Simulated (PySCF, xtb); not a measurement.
AsGaH4, SMILES [AsH2][GaH2].

GFN2-xTB in xtb at its own geometry gives an orbital gap of 4.34 eV and a dipole moment of 1.57 D.

Geometry optimised at PBE0-D3(BJ)/def2-TZVP.

**Question.** What does PBE/def2-TZVPD (PySCF) give? (An estimate is asked for; the answer gives what the named calculation found.)

**Answer.** gap 3.60 eV (levels -6.17 and -2.56 eV), dipole 0.33 D.
